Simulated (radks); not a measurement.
Problem. Species: As XVIII. Configuration: [Ne] 3s2 3p4 (the NIST ground configuration). Method: Dirac Kohn-Sham, LB94 model potential, spin-unpolarised, spherical densities, finite nucleus; open shells fill j = l - 1/2 first; Fermi nuclear charge, rms radius 4.0968 fm; computed with a radial shooting solver on a logarithmic mesh with Libxc functionals.

Spin-orbit splittings of the eigenvalues, e(l+1/2) - e(l-1/2), with zeta = 2 splitting/(2l+1) and mean radii in bohr:

shell  occ.  splitting (eV)  zeta (eV)  <r> j=l-1/2  <r> j=l+1/2
2p        6               ?          ?       0.1725       0.1761
3p        4           7.717      5.144       0.5080       0.5143

Estimate the 2p splitting.

Solution. 37.54 eV (zeta = 25.03 eV).
